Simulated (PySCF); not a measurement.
C6H13 (SMILES C[CH]CCCC), doublet, at a GFN2-xTB geometry. Base run: HF/6-31G (PySCF).

PySCF was given this input:
```python
from pyscf import gto, scf, solvent

mol = gto.M(
    atom='''
C    -2.75563361   -0.21898969    0.20542183
C    -1.78470281    0.34527672   -0.75607544
C    -0.36692322   -0.06838367   -0.76681974
C     0.47349282    0.72692347    0.26103490
C     1.96526061    0.40486307    0.19445310
C     2.29438146   -1.01782581    0.63118148
H    -2.42652386   -1.19182015    0.56646237
H    -3.74178329   -0.32490772   -0.25096126
H    -2.88681293    0.43458913    1.07815854
H    -2.06981332    1.22805296   -1.30428451
H     0.06774116    0.10007797   -1.75620043
H    -0.29004458   -1.13122865   -0.52743735
H     0.09739959    0.51427061    1.26362887
H     0.33072315    1.79290041    0.06984104
H     2.32416457    0.56410319   -0.82512083
H     2.49755150    1.10473203    0.84409679
H     1.86562776   -1.74600674   -0.05238029
H     1.90471950   -1.20910732    1.62891474
H     3.37179938   -1.16684046    0.65010537
''',
    basis='6-31g',
    spin=1,
    verbose=4,
)

mf = scf.UHF(mol)
mf.kernel()
mf.analyze()
```

Each row names what was changed in the base input (with any setting that the change needs).

```json
[
 {"change": "base", "ΔE vs base (kcal/mol)": "0.000", "dipole (D)": "0.21"},
 {"change": "model = ddCOSMO; solvent = dichloromethane", "ΔE vs base (kcal/mol)": "-0.290", "dipole (D)": "0.25"},
 {"change": "model = COSMO; solvent = dichloromethane", "ΔE vs base (kcal/mol)": "-0.618", "dipole (D)": "0.25"},
 {"change": "model = IEF-PCM; solvent = toluene", "ΔE vs base (kcal/mol)": "-0.331", "dipole (D)": "0.23"},
 {"change": "model = IEF-PCM; solvent = dichloromethane; vdw_scale = 1.4", "ΔE vs base (kcal/mol)": "-0.260", "dipole (D)": "0.24"},
 {"change": "model = IEF-PCM; solvent = dichloromethane", "ΔE vs base (kcal/mol)": "-0.609", "dipole (D)": "0.25"},
 {"change": "model = IEF-PCM; solvent = methanol", "ΔE vs base (kcal/mol)": "-0.70", "dipole (D)": "0.25"},
 {"change": "model = IEF-PCM; solvent = water", "ΔE vs base (kcal/mol)": "-0.72", "dipole (D)": "0.25"},
 {"change": "model = C-PCM; solvent = dichloromethane", "ΔE vs base (kcal/mol)": "-0.65", "dipole (D)": "0.25"},
 {"change": "model = IEF-PCM; solvent = dichloromethane; lebedev_order = 41", "ΔE vs base (kcal/mol)": "-0.611", "dipole (D)": "0.25"},
 {"change": "model = IEF-PCM; solvent = dichloromethane; vdw_scale = 1.1", "ΔE vs base (kcal/mol)": "-0.95", "dipole (D)": "0.25"},
 {"change": "model = SS(V)PE; solvent = dichloromethane", "ΔE vs base (kcal/mol)": "-0.607", "dipole (D)": "0.25"}
]
```

The base is the gas phase, so ΔE is the electrostatic part of solvation at a fixed geometry, without cavity and dispersion terms.

Open shells are given as the SCF converged; they aren't shown to be the lowest states, and a large step between rows can be another state.
